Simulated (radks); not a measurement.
Coherent X-ray form factor from a spherical all-electron density. All-electron calculation, non-relativistic Kohn-Sham, LDA (Slater exchange, Perdew-Wang correlation), spin-unpolarised, spherical densities, point nucleus. Program: a radial shooting solver on a logarithmic mesh with Libxc functionals.

| sin(theta)/lambda (1/angstrom) | f0 (electrons) |
|---|---|
| 0.05 | 69.606 |
| 0.1 | 68.455 |
| 0.15 | 66.639 |
| 0.2 | 64.290 |
| 0.25 | 61.564 |
| 0.3 | 58.618 |
| 0.4 | 52.596 |
| 0.5 | 46.981 |
| 0.6 | 42.057 |
| 0.8 | 34.097 |
| 1 | 27.915 |
| 1.25 | 22.132 |
| 1.5 | 18.274 |
| 2 | 14.121 |

The species is in the configuration that NIST lists as its ground one. Which atom or ion scatters so?

Answer. The gold ion Au9+, [Xe] 4f14 5d2. Extrapolating in s^2 from the first two rows gives f0(0) = 70.0, near the electron count 70; among species with that count, the fall with angle is slower the higher Z, and the table is that of Z = 79; from so few rows the species is fixed only to a neighbour or two.
